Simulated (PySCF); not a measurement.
H10O3Si4.
SMILES with atom numbers: `[SiH3:1][O:2][SiH:3]([O:4][SiH3:5])[O:6][SiH3:7]` (hydrogens: H8, H9, H10 on Si1; H11 on Si3; H12, H13, H14 on Si5; H15, H16, H17 on Si7)

Level of theory: core-valence-separated Tamm–Dancoff BHandHLYP/aug-pcX-1 (pcseg-1 on H, def2-SVPD on Si) in PySCF, non-relativistic, gas phase, PBE0-D3(BJ)/def2-SVP geometry. The energies are unshifted.

Q: What does the O 1s absorption edge look like?

A: 
| E (eV) | f | core hole on | main final orbital |
| --- | --- | --- | --- |
| 532.46 | 0.0210 | O2/O4/O6 | LUMO (3 roots, f summed) |
| 533.84 | 0.0421 | O2/O4/O6 | spread (3 roots, f summed) |
| 533.93 | 0.0484 | O2/O4/O6 | spread (3 roots, f summed) |
| 534.13 | 0.0323 | O2/O4/O6 | LUMO+1 (3 roots, f summed) |
| 534.48 | 0.0023 | O2/O4/O6 | LUMO+6 (3 roots, f summed) |

The first line with a tenth or more of the strongest one's intensity is at 532.46 eV (f = 0.021, sum of 3), with the hole on O2/O4/O6 (siloxane oxygen). The strongest listed is at 533.93 eV (f = 0.048, sum of 3; O2/O4/O6).

Roots within 0.03 eV whose holes lie on the same, on equivalent or on shared atoms are summed into one line, and the highest roots are left out, as the search may have cut off their partners. Final orbitals are the ground state's empty Kohn–Sham orbitals.

The ionisation thresholds weren't computed; near and above them a finite basis only mimics Rydberg series and continuum.

Shape of the structure used: `[SiH3:1][O:2][SiH:3]([O:4][SiH3:5])[O:6][SiH3:7]`: Si1–O2–Si3–O4 -70°, O2–Si3–O4–Si5 46°, O2–Si3–O6–Si7 -72°.

One conformer stands for the species.
